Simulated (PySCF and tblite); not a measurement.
The numbers below are computed, except where a source is named.
System: C₅H₁₀OPSi (charge -1), numbered as in [O:1]=[C:2]1[CH2:3][CH2:4][CH2:5][C@@H:6]1[SiH-:7][PH2:8].

For the pyramidal inversion at Si7: electronic barrier 24.47 kcal/mol, zero-point change -0.61 kcal/mol, thermal and entropy terms at 350 K a further 0.24 kcal/mol (symmetry numbers apart). The minimum is C1, the saddle C1. Level: PBE/pcSseg-1 + D3(BJ) on GFN2-xTB stationary points, with GFN2-xTB thermal terms. Rates follow Eyring's equation with the number of equivalent paths and no tunnelling. Programs: tblite and PySCF.

(1) How many equivalent paths lead out of the minimum?

(2) Work out the rate at 350 K.

The ion is treated without a counter-ion.

Answers

(1) 1: the symmetry number of the minimum is 1, that of the saddle displaced along its mode 1.

(2) ΔG‡ = 24.10 kcal/mol; k_B T/h = 7.3×10¹² s⁻¹; exp(−ΔG‡/RT) = 8.9×10⁻¹⁶; times 1 gives k = 0.0065 s⁻¹. Wigner's tunnelling factor for the 666i cm⁻¹ mode would be 1.31.
